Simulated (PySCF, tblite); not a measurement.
A database entry of computed molecular properties. Lists by class give the value and the number of equivalent atoms.

```json
{
 "formula": "C4H9F3SSi",
 "smiles": "CCCS[SiH2]C(F)(F)F",
 "charge": 0,
 "multiplicity": 1,
 "geometry_level": "GFN2-xTB",
 "atoms_angstrom": [
  ["C", 2.394, -0.698, -0.679],
  ["C", 1.869, 0.599, -0.08],
  ["C", 1.195, 0.383, 1.264],
  ["S", -0.258, -0.737, 1.193],
  ["Si", -1.617, 0.437, 0.078],
  ["C", -3.298, -0.515, 0.147],
  ["F", -3.246, -1.742, -0.4],
  ["F", -3.788, -0.669, 1.389],
  ["F", -4.241, 0.161, -0.543],
  ["H", 2.866, -0.508, -1.639],
  ["H", 3.127, -1.151, -0.016],
  ["H", 1.581, -1.405, -0.825],
  ["H", 1.165, 1.071, -0.769],
  ["H", 2.698, 1.295, 0.074],
  ["H", 0.86, 1.324, 1.696],
  ["H", 1.877, -0.106, 1.959],
  ["H", -1.324, 0.533, -1.349],
  ["H", -1.867, 1.734, 0.696]
 ],
 "electronic_structure_code": "PySCF",
 "results": {
  "GFN2-xTB geometry": {
   "point_group": "C1",
   "rotational_constants_GHz": [2.488, 0.516, 0.506]
  },
  "PBE0/pcSseg-1 ground state and GIAO shieldings, non-relativistic": {
   "dipole_D": 4.17,
   "homo_eV": -7.38,
   "lumo_eV": -0.4,
   "shift_vs_computed_TMS_C_by_class_ppm": [
    [138.4, 1],
    [36.7, 1],
    [28.0, 1],
    [13.2, 1]
   ],
   "shift_vs_computed_TMS_H_by_class_ppm": [
    [4.83, 2],
    [2.72, 2],
    [1.49, 2],
    [1.25, 3]
   ],
   "shielding_other_nuclei_by_class_ppm": [
    ["F", 240.4, 3],
    ["Si", 383.7, 1],
    ["S", 697.1, 1]
   ],
   "charges_hirshfeld_e_by_atom": [-0.12, -0.07, -0.06, -0.06, 0.29, 0.17, -0.1, -0.1, -0.11, 0.04, 0.04, 0.03, 0.03, 0.05, 0.04, 0.05, -0.07, -0.06]
  },
  "GFN2-xTB harmonic vibrations, gas phase": {
   "strongest_ir_bands_cm-1_km_per_mol_modes": [
    [721.9, 407.3, 1],
    [754.9, 152.6, 1],
    [1021.9, 212.6, 1],
    [1043.0, 195.9, 1],
    [2303.1, 282.6, 1],
    [2324.7, 122.1, 1]
   ],
   "zpe_kcal_per_mol": 78.2
  }
 }
}
```

With B = h/(8π²I), that is 505.379 GHz u Å² over I, the principal moments of inertia are 203.1, 980.1 and 999.1 u Å² (most abundant isotopes); the inertial defect Ic − Ia − Ib is -184.1 u Å² (zero for a rigid planar frame, negative otherwise). The zero-point energy, half the sum of the 48 harmonic wavenumbers, equals 27350 cm⁻¹ or 327 kJ/mol.

 NMR classes are plain means over equivalent atoms (diastereotopic ones count apart unless rotation or inversion swaps them), as if these changed places fast; in this geometry the members of some classes differ.

For the NMR shielding job (PBE0/pcSseg-1), the run took 67 s of wall time on one thread of an Arm Neoverse N1, no GPU, shared host with 64 logical CPUs at a one-minute load of 55, and the process peaked at 0.94 GiB of memory.

Conformer computed: `[CH3:1][CH2:2][CH2:3][S:4][SiH2:5][C:6]([F:7])([F:8])[F:9]`: C1–C2–C3–S4 -61°, C2–C3–S4–Si5 -68°, C3–S4–Si5–C6 -172°, S4–Si5–C6–F7 -61°.

One conformer stands for the species.
